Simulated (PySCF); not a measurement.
A structure optimised at B3LYP-D3(BJ)/def2-SVP, used in a PySCF frequency run:

```
C
H 1 1.1034
H 1 1.1034 2 108.38
C 1 1.5179 2 115.89 3 -132.27
C 4 1.3439 1 94.27 2 -115.65
H 5 1.0937 4 133.49 1 180.00
H 4 1.0937 5 133.49 6 0.00
C 5 1.5179 6 132.24 4 180.00
H 8 1.1034 5 115.89 6 -64.35
H 8 1.1034 9 108.38 5 -132.27
```

Question: Write its SMILES, formula and point group.

Answer: C1=CCC1, C₄H₆, C2v

Question: What are its rotational constants (standard atomic weights)?

Answer: 12.874, 12.209, 6.8117 GHz
